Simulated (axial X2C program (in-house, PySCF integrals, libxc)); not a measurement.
## BaBr: nuclear properties from DFT to coupled cluster

Computed with an axial X2C code built on PySCF integrals: two-component X2C with atomic mean-field Coulomb and Gaunt terms, Gaussian nuclei, basis Ba dyall-acv3z, Br dyall-acv3z with contracted cores.

R = 2.846 Å (near the PBE0 minimum at charge 0 of the determinant lowest at the starting distance; the state shown can have its own minimum elsewhere); state Ω = 1/2 (⟨Sz⟩ = 0.50, ⟨Lz⟩ = 0.00 at PBE0).

| level | Eeff magnitude (GV/cm) | Ws magnitude Ba (kHz) | A∥/gI Ba (MHz) | qzz Ba (a.u.) | A∥/gI Br (MHz) | μ (D) |
| --- | --- | --- | --- | --- | --- | --- |
| PBE0 | 6.25 | 7.73 | 3670 | -2.04 | 56.6 | -5.14 |
| HF | 7.56 | 9.55 | 3170 | -2.53 | 51.6 | -4.51 |
| B3LYP | 6.51 | 8.08 | 3890 | -2.05 | 64.9 | -5.40 |

Eeff is the effective electric field on the electron electric dipole moment in this Ω state and Ws the scalar–pseudoscalar constant of the nucleus named (defined with the proton number Z and per Ω); A∥ (defined per Ω) follows by multiplying with gI = μI/(I μN); qzz is the electric field gradient, eQq0 = 234.96 MHz × Q/barn × qzz; μ is positive if the Br end (last atom) is positive. The operators were transformed with the bare-nucleus X2C matrices; with these basis sets, hyperfine constants and field gradients can be off by tens of per cent, and where levels differ in sign neither size nor sign is settled.

Finite-field MP2, CCSD and CCSD(T), with 27 electrons correlated in 130 natural virtual spinors (MP2 remainder added):

```
  level  Eeff magnitude (GV/cm)  Ws magnitude Ba (kHz)  A∥/gI Ba (MHz)  qzz Ba (a.u.)  A∥/gI Br (MHz)  μ (D)
    MP2                    7.29                   9.14            3830          -2.12            67.9  -5.77
   CCSD                    7.38                   9.27            3740          -2.20            63.6  -5.53
CCSD(T)                    7.32                   9.18            3770          -2.14            66.5  -5.56
```

T1 = 0.010 (Lee–Taylor). One unrestricted determinant, the lowest of a limited PBE0 search, is the reference; the functionals treat spin collinearly. Correlation of the inner shells is missing, which matters for properties at the nucleus. Number of frozen shells: Ba 4 s, 3 p, 2 d; Br 3 s, 2 p.

(1) By how much does correlation change each value, CCSD(T) against HF?

Results:

(1) Eeff magnitude -3 %; Ws magnitude Ba -4 %; A∥/gI Ba 19 %; qzz Ba -15 %; A∥/gI Br 29 %; μ 23 %.
